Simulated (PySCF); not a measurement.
**Unknown compound**

An unknown has the formula C$_{7}$H$_{11}$BO. Its calculated NMR data are:

1H NMR (400 MHz, computed): δ 7.73 (m, 1H), 7.44 (m, 1H), 6.70 (m, 1H), 6.62 (br, 1H), 1.72 (m, 2H), 1.71 (m, 2H), 0.91 (t, 3H).

13C{1H} NMR (computed): δ 170.2 (C), 155.0 (CH), 140.0 (CH), 117.3 (CH), 29.2 (CH2), 24.4 (CH2), 19.2 (CH3).

- NMR shieldings at PBE0/pcSseg-1/GIAO
- geometry from PBE0-D3(BJ)/def2-SVP
- run in PySCF 2.14
- no relativistic terms, a single conformation, isolated molecule, averaged over atoms made equivalent by symmetry, fast rotation or ring inversion

Referencing at the same level of theory: 1H (31.27 ppm), 13C (184.41 ppm) vs TMS.

Propose a structure and justify it.

Results:


7 carbon signals for 7 carbons: no two carbons are equivalent. Carbon types of the structure: 1 × C, 3 × CH, 2 × CH2, 1 × CH3, leaving 1 H on heteroatoms. δC 170.2: substituted aromatic carbon next to the ring oxygen. δC 155.0: aromatic CH next to the ring oxygen. δC 140.0, 117.3: aromatic CH. δC 24.4: sp3 CH2; a saturated carbon with 2 carbon neighbours and no heteroatom attached. δC 19.2: methyl carbon; saturated and bonded to C and H only. δH 7.73: hydrogen on an aromatic CH next to the ring oxygen; it sits in the deshielding region of the aromatic ring current. δH 0.91: hydrogen on a methyl carbon; far from electronegative atoms and π systems.

The compound is `CCCBc1ccco1`.

The data come from this structure; uniqueness wasn't tested.

Hydrogens on boron are broadened and split by 11B (spin 3/2, 80 %) and 10B (spin 3). A carbon bonded to boron is broadened by the quadrupolar boron nucleus and is often missing from a measured spectrum. Shifts are as computed. Against solution values, carbons near 30 ppm lie about +2 ppm off and those near 130 ppm about +5 ppm. Of 1309 compounds with measured shifts, 239 miss one by over three times the rms of a fit or turn the order of signals round; such compounds aren't used in these exercises. No couplings were computed; multiplicities are counted from neighbouring protons, with m where these are inequivalent, close in shift, in a saturated or five-membered ring or joined by F or P, and br s for small geminal =CH2 splittings.
